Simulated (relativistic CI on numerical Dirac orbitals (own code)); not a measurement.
# Spin-orbit doublets in the photoemission of rhenium

Problem. Photoelectron lines from p, d and f shells are doublets, and peak fits need their splitting and area ratio. Find both for the 4f line of rhenium, from the calculated spin-orbit constant ζ(4f) = 0.6864 eV of the closed-shell ion Re⁷⁺ with one hole. Is the doublet resolved if instrument, lifetime and solid give each line a width of 0.8 eV (assumed)?

Working.
1. One hole with l = 3 gives j = 7/2 and j = 5/2. For a hole the level of higher j has the lower binding energy.
2. The splitting is (l + ½)ζ = 3.5 × 0.6864 = 2.402 eV.
3. The areas follow 2j + 1: 8 : 6, so the weaker line has 0.750 of the stronger one's area, if the radial matrix elements are equal.
4. Splitting over width is 3.00: two separate peaks.

Check. The difference of tabulated binding energies of the element (N6 less N7; Elam, Ravel and Sieber, Radiat. Phys. Chem. 63, 121 (2002), rounded to 0.1 eV or more) is 2.4 eV.

All doublets of Re⁷⁺, calculated as differences of Dirac-Coulomb-Breit total energies with one hole (eV):

```
Shell  Calculated  Without Breit and QED  Tabulated, element
   2p        1424                   1440              1424.0
   3p       313.4                  316.6               315.0
   3d        66.6                  67.81                66.0
   4p       73.24                  74.05                71.9
   4d       13.52                  13.78                13.4
   4f       2.412                  2.517                 2.4
   5p       12.53                  12.68              11.0 †
```

The Breit and QED terms lower the splittings by 1.0 to 4.1 %. † marks rows where calculation and table differ by more than 10 %: outer shells contract in the ion, shallow p and d holes are shifted by correlation that this model lacks, and small tabulated differences suffer from rounding or from errors of the compilation.
